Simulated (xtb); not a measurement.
CaCl₂, SMILES [Cl][Ca][Cl]. All values are semi-empirical tight-binding results from xtb (GFN2-xTB unless named), good for trends rather than for accurate numbers. Geometry optimised at GFN2-xTB. The isomer is the one that the SMILES or the coordinates give; other isomers of the formula were not compared.

Optimised geometry:

Bonded distances (Å): Ca1–Cl2 2.360, Ca1–Cl3 2.360. Angles (°): Cl2–Ca1–Cl3 114.9.

For metal compounds this method's bond lengths and energies can be far off.

```
Item                                           Result
-------------------------------------  --------------
point group as xtb finds it                       C2v
orbital gap                                   2.42 eV
zero-point energy                        0.9 kcal/mol
G − E(el) at 298.15 K (modified RRHO)  -17.3 kcal/mol
```

Computed atomic charges and the Wiberg bond orders between heavy atoms:
charges (e) Ca1 0.65, Cl2 -0.33, Cl3 -0.33. Bond orders Ca1–Cl2 0.97, Ca1–Cl3 0.97.
